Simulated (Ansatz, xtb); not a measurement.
## C3H6O2Si: 3 structures ranked

3 gas-phase structures of C3H6O2Si, from a drawn sample of its isomers (lower ones may exist). Each was relaxed with GFN2-xTB:

A. `O=C[C@@H]1O[C@H]1[SiH3]`, a singlet
B. `O=C[C@@H]1O[C@@H]1[SiH3]`, a singlet
C. `O=C[C@@]1([SiH3])CO1`, a singlet

Task: Make a reasoned guess at their ranking by r2SCAN-D4/def2-SVP single-point energy.

Result: Calculated order at r2SCAN-D4/def2-SVP: C (0.0), A (8.2), B (17.7) kJ/mol.

Energies above the lowest of each column, in kJ/mol; the last columns are at B3LYP-D3(BJ)/def2-SVP geometries:

| structure | GFN2-xTB | HF/STO-3G | r2SCAN-D4/def2-SVP | B3LYP-D3(BJ)/def2-SVP | CCSD(T)/def2-SVP + ΔMP2/def2-TZVPP |
| --- | --- | --- | --- | --- | --- |
| C | 0.0 | 1.0 | 0.0 | 0.0 | 0.0 |
| A | 8.9 | 0.0 | 8.2 | 8.1 | 5.5 |
| B | 12.4 | 6.4 | 17.7 | 14.8 | 13.4 |

Every level run on C puts it lowest or level with the lowest. Flexible structures stand in one conformer each, not always the lowest. ΔMP2 is the change of the MP2 energy from the smaller to the larger basis.

Programs: Ansatz 0.2.0, xtb 6.7.1.
